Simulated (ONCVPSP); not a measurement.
**Li: one change to an ONCV potential, before and after**

ONCVPSP 4.0.1 input, shortened (lines: element, Z, core and valence counts, functional; n l f; lmax; l rc ep ncon nbas qcut; lloc lpopt rc5 dvloc0; l nproj debl; icmod fcfact rcfact), BLYP, non-relativistic:

```
  Li 3.00    0    2  -106131      upf
    1    0    2.00
    2    0    1.00
    1
    0    1.05    0.00    4    9    9.20
    1    1.05    0.14    4    8    9.40
    4    5    1.05    2.00
    0    2    3.50
    1    2    2.50
    0    0.00    0.00
```

Change: s: qcut 12.7.

Cutoffs: the cutoffs (Ha) at which the residual kinetic energy of the hardest occupied pseudo-wave falls to 1 and 0.1 mHa per electron; they do not see the model core or the augmentation charge, which bear on the density cutoff. Errors are all-electron minus pseudo energies relative to the spin-unpolarised reference configuration.

What does the change do?

The potential gets harder (37 Ha and 60 Ha → 51 Ha and 61 Ha); of the 4 tests that both files solve, the error grows in 0 and shrinks in 1 by more than 15 % and 0.3 meV (median size 0.4 → 0.3 meV); neither file shows a bound ghost. The waves are optimised to have the least kinetic energy above qcut, so the cutoff follows it (qcut²/2 in Ha).

```csv
quantity,base,changed
"cutoff, loose",37 Ha,51 Ha
"cutoff, tight",60 Ha,61 Ha
bound ghosts,none,none
GHOST(+) flags under 300 eV,none,none
"error for 1s2 2s0, meV [ΔE 5.32 eV]",+0.3,+0.2
"error for 1s2 2s0.5, meV [ΔE 2.01 eV]",0.0,0.0
"error for 1s2 2s0 2p1, meV [ΔE 1.80 eV]",+0.5,+0.4
"error for 1s1 2s1, meV [ΔE 68.70 eV]",+920,+574
s: phases at 1.06 bohr within 0.05 rad from the reference energy up to (Ha; the scan ends near 5),to the end of the scan,to the end of the scan
p: phases at 1.06 bohr within 0.05 rad from the reference energy up to (Ha; the scan ends near 5),to the end of the scan,to the end of the scan
```
